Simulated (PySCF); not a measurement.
# Correlation energy of Eu⁺ (europium, charge +1)

[Xe] 4f8, high-spin 7F determinant (an excited configuration). Calculation: PySCF 2.14, in x2c-TZVPPall; the spin-free X2C one-electron Hamiltonian (Gaussian nucleus). Frozen: [Ar] 3d10; 34 electrons correlated.

MP2 pair energies summed by pair of shells (mhartree):

```tsv
pair	energy	share (%)
4d-4f	-284.76	21.0
4f-4f	-239.51	17.7
4f-5p	-201.54	14.9
4d-4d	-161.95	12.0
5p-5p	-120.12	8.9
4d-5p	-79.02	5.8
4p-4d	-52.17	3.9
4f-5s	-43.45	3.2
4p-4f	-34.27	2.5
5s-5p	-34.16	2.5
4d-5s	-28.25	2.1
4s-4d	-18.32	1.4
4p-4p	-13.59	1.0
4s-4f	-12.24	0.9
4p-5p	-9.13	0.7
5s-5s	-6.19	0.5
4s-4p	-5.56	0.4
4p-5s	-5.28	0.4
4s-4s	-1.64	0.1
4s-5p	-0.99	0.1
4s-5s	-0.83	0.1
```

Total MP2 correlation energy: -1353.0 mhartree.

Same-spin part -554.90 and opposite-spin part -798.07 mhartree; SCS-MP2 scales them by 1/3 and 6/5 to -1142.6 mhartree.

This basis was not built for core-valence correlation, so the inner-shell part is incomplete.
